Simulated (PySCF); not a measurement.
```xyz
3
charge 0 multiplicity 3, angstrom
Mo    0.0000    0.0000   -0.2246
O     1.4159    0.0000    0.6861
O    -1.4159    0.0000    0.6861
```

All numbers come from PySCF, UPBE0, basis Mo def2-TZVP with ECP28, O def2-TZVP (scalar-relativistic core potentials, no spin–orbit coupling, density fitting).

This geometry of MoO₂ is a stationary point at this level.

**Question.** What is the point group?

**Answer.** C2v.

**Question.** Is it a minimum?

**Answer.** Yes: all harmonic wavenumbers are real.

**Question.** Which band is strongest in the infrared?

**Answer.** 979 cm⁻¹ (b2), 299 km/mol.

**Question.** Give the ideal-gas entropy at 298.15 K and 1 bar by parts.

**Answer.** translation 169.6, rotation 90.9, vibration 6.4, spin 9.1; total 276.1 J/(mol K).

**Question.** What is the atomisation energy, with and without zero-point energy?

**Answer.** 1089 kJ/mol without, 1075 kJ/mol with.

Only a few start shapes were tried, so a lower isomer may exist. Open d and f shells are described by one determinant, and the ground state may have another occupation or spin.
